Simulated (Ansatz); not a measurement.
Molecule: C2H4N, charge -1, multiplicity 1. It need not be the lowest isomer of its formula. Whether it binds its extra electron was not tested at this geometry. 
Structure (B3LYP-D3(BJ)/def2-TZVP (Ansatz, an electronic-structure program) minimum search):
```
N
C 1 1.3179
C 1 1.3179 2 126.88
H 3 1.0866 1 119.47 2 180.00
H 2 1.0866 1 119.47 3 180.00
H 3 1.1007 4 117.74 1 -180.00
H 2 1.1007 5 117.74 1 180.00
```
Charge -1, spin multiplicity 1.

Basis-set convergence of Hartree-Fock and CCSD(T) correlation energies (hartree) with Ansatz. Valence correlation only, unless marked. Spin-orbit coupling is left out. No relativistic terms. This anion needs diffuse functions, which these sets lack.

```json
[
 {"basis": "cc-pVDZ", "functions": "-", "E(HF)": "-132.40403", "E(corr, CCSD(T))": "-0.50274"},
 {"basis": "cc-pVTZ", "functions": "146", "E(HF)": "[?]", "E(corr, CCSD(T))": "[?]"}
]
```

What belongs in the gaps?


- cc-pVTZ, E(HF): -132.44897
- cc-pVTZ, E(corr, CCSD(T)): -0.60997
